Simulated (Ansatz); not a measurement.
Reaction (ligand exchange at a B–O bond): `CN(C)B(O)O` + HBr → `CN(C)B(O)Br` + H₂O

Gas-phase electronic energies from Ansatz, PBE0-D4/def2-TZVP geometries. CCSD(T)/CBS adds triple-zeta CCSD(T) − MP2 to the extrapolated MP2 energy (def2 sets, frozen cores). This one scheme is used for every species. DFT in def2-TZVPP. B3LYP here is the variant with VWN-RPA as its local correlation; programs differ in this. For Br outer-core shells are correlated without core-valence functions, which leaves a few kJ/mol of doubt a bond. Scalar relativity is left out up to krypton. Each species was taken in one conformer, which may not be the lowest.

`CN(C)B(O)O`:

Cartesian coordinates in Å:
```
C 0.142 -0.794 -1.294
N 0.138 -0.149 -0.011
C 1.110 -0.693 0.905
B -0.716 0.917 0.357
O -0.611 1.440 1.624
O -1.663 1.483 -0.471
H -0.603 -0.367 -1.968
H 1.119 -0.699 -1.788
H -0.077 -1.866 -1.205
H 1.059 -0.168 1.856
H 0.928 -1.761 1.086
H 2.128 -0.595 0.506
H -1.239 2.153 1.750
H -1.713 1.100 -1.346
```

HBr:

Cartesian coordinates in Å:
```
Br -0.539 0.387 -0.253
H 0.539 -0.387 0.253
```

`CN(C)B(O)Br`:

Cartesian coordinates in Å:
```
C -0.523 -1.004 1.070
N -0.073 -0.059 0.080
C -1.086 0.904 -0.299
B 1.195 -0.017 -0.496
O 1.511 0.929 -1.428
Br 2.585 -1.307 -0.002
H -0.834 -0.487 1.986
H -1.384 -1.572 0.699
H 0.270 -1.704 1.321
H -1.413 1.482 0.573
H -1.964 0.395 -0.713
H -0.695 1.590 -1.046
H 2.411 0.849 -1.746
```

H₂O:

Cartesian coordinates in Å:
```
O -0.184 -0.289 -0.185
H 0.752 -0.080 -0.213
H -0.568 0.368 0.399
```

(1) Is it downhill or uphill in electronic energy at CCSD(T)/CBS, and by how much? (An estimate is asked.)

(2) What do these levels give: r2SCAN-D4, PBE0-D4, B3LYP-D4, ωB97X-V, B2PLYP, PBE, B3LYP, HF/def2-TZVPP, MP2/def2-TZVPP, SCS-MP2/def2-TZVPP, CCSD(T)/def2-TZVPP, SCS-MP2/def2-QZVPP? (An estimate is asked.)

Largest T1 diagnostic among the species: 0.011.

## Answers

(1) Ansatz gave: Uphill: ΔE = +17.3 kJ/mol.

(2) Computed: r2SCAN-D4 25.1, PBE0-D4 21.1, B3LYP-D4 27.4, ωB97X-V 26.0, B2PLYP 27.5, PBE 22.3, B3LYP 33.0, HF/def2-TZVPP 41.2, MP2/def2-TZVPP 14.8, SCS-MP2/def2-TZVPP 20.8, CCSD(T)/def2-TZVPP 23.7, SCS-MP2/def2-QZVPP 17.7 kJ/mol.

The D4 term adds −5.6 kJ/mol with B3LYP and −3.0 kJ/mol with PBE0; it sums over pairs of atoms, weighted by their polarisabilities, and B3LYP, whose exchange is more repulsive, gets the larger term. In def2-TZVPP, CCSD(T) changes the Hartree–Fock value by −17.5 kJ/mol (the triples alone add −3.5 kJ/mol) and MP2 by −26.4 kJ/mol.
